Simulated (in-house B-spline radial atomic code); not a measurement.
Pb²⁺. Computed with a B-spline radial atomic code. Model: all-electron spherical atom, spin shells full or empty, radial basis limit, no spin-orbit coupling, Breit or QED, empty-state partial waves extrapolated as (l+1/2)^-4, RPA, G0W0 and static COHSEX of the highest shell as one setting changes (uncorrelated shells keep exact exchange).

Empty levels are discrete states of a finite basis, so the steps are uneven.

Without the two-electron picture change, core correlation of heavy ions comes too large.

Given: element Pb; charge 2; filled core Xe; hamiltonian one-electron scalar X2C; mean-field start PBE0; highest l of empty states 9; nuclear rms radius 5.5012 fm; lowest nl shells left uncorrelated 10; highest mean-field shell 6s; box radius 17.55 bohr.

Shell: 4f 7 7, 5d 5 5, 6s 1 1 (electrons up and down).

| highest empty level kept (hartree) | RPA correlation energy (hartree) | G0W0 level (eV) | G0W0 minus most complete (meV) | COHSEX level (eV) | linearised minus solved G0W0 (meV) |
| --- | --- | --- | --- | --- | --- |
| 3 | -0.54208 | -31.739 | 605.7 | -33.025 | 2.3 |
| 6 | -0.83181 | -31.96 | 384.6 | -33.495 | 2.5 |
| 10.5 | -1.1107 | -32.11 | 234.9 | -33.816 | 2.6 |
| 18 | -1.4184 | -32.214 | 130.7 | -34.044 | 2.6 |
| 30 | -1.6992 | -32.267 | 77.8 | -34.159 | 2.6 |
| 54 | ? | ? | ? | ? | ? |
| 90 | -2.1301 | -32.33 | 15 | -34.313 | 2.7 |
| 180 | -2.2311 | -32.339 | 5.6 | -34.34 | 2.7 |
| 360 | -2.2853 | -32.343 | 1.8 | -34.356 | 2.7 |
| 750 | ? | ? | ? | ? | ? |
| 1800 | -2.3045 | -32.345 | 0 | -34.362 | 2.7 |
| 6000 | -2.3046 | -32.345 | 0 | -34.363 | 2.7 |

Problem. What follows for highest empty level kept = 750?

Solution. RPA correlation energy -2.3011 hartree; G0W0 level -32.344 eV; G0W0 minus most complete 0.3 meV; COHSEX level -34.361 eV; linearised minus solved G0W0 2.7 meV.

Problem. What follows for highest empty level kept = 54?

Solution. RPA correlation energy -1.9473 hartree; G0W0 level -32.308 eV; G0W0 minus most complete 37 meV; COHSEX level -34.257 eV; linearised minus solved G0W0 2.7 meV.
